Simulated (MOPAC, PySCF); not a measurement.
C$_{8}$H$_{7}$ClSSi, SMILES `[SiH3]c1cc2sccc2cc1Cl`, neutral singlet in the gas phase. 

Cartesian coordinates (Å):
```xyz
18

Si     3.2378     0.0002    -0.3511
C      1.3777     0.0444    -0.0668
C      0.5052    -0.5094    -1.0038
C     -0.8732    -0.4696    -0.7800
S     -2.1252    -1.0957    -1.8104
C     -3.3475    -0.5722    -0.7026
C     -2.8496     0.0493     0.4011
C     -1.4164     0.1240     0.3847
C     -0.5418     0.6832     1.3315
C      0.8194     0.6334     1.0910
Cl     1.8979     1.3280     2.2679
H      3.8119     1.3760    -0.4235
H      3.9365    -0.7629     0.7247
H      3.4556    -0.6895    -1.6595
H      0.9006    -0.9734    -1.9110
H     -4.3948    -0.7601    -0.9390
H     -3.4710     0.4448     1.2053
H     -0.9233     1.1494     2.2414
```
Charge 0, spin multiplicity 1.

All levels are single points at this geometry (PBE0-D3(BJ)/def2-SVP); Pople sets use spherical d functions. Orbital energies aren't observables, and empty levels follow the basis.

```csv
level,HOMO (eV),LUMO (eV),gap (eV),dipole (D),"vertical IE, Delta-SCF (eV)"
PBE0-D3(BJ)/def2-TZVP in PySCF,-6.63,-1.38,5.25,2.30,8.18
ωB97X-D3(BJ)/def2-TZVP in PySCF,-8.70,0.54,9.24,2.26,8.43
B3LYP/6-311+G** in PySCF,-6.46,-1.54,4.92,2.22,–
B3LYP/6-31G* in PySCF,-6.22,-1.20,5.02,2.36,8.00
B3LYP/LANL2DZ in PySCF,-6.43,-1.36,5.07,2.09,–
M06-2X/6-31G* in PySCF,-7.49,-0.34,7.15,2.29,–
SVWN5/6-31G* in PySCF,-5.64,-2.04,3.60,2.33,8.03
HF/3-21G in PySCF,-8.63,2.17,10.81,2.47,–
HF/6-31G* in PySCF,-8.40,2.27,10.67,2.46,–
HF/STO-3G in PySCF,-6.42,5.77,12.19,2.66,–
AM1 in MOPAC,-8.68,-0.56,8.12,1.35,–
PM3 in MOPAC,-8.75,-0.64,8.11,0.33,–
PM7 in MOPAC,-8.73,-0.91,7.82,1.85,–
```
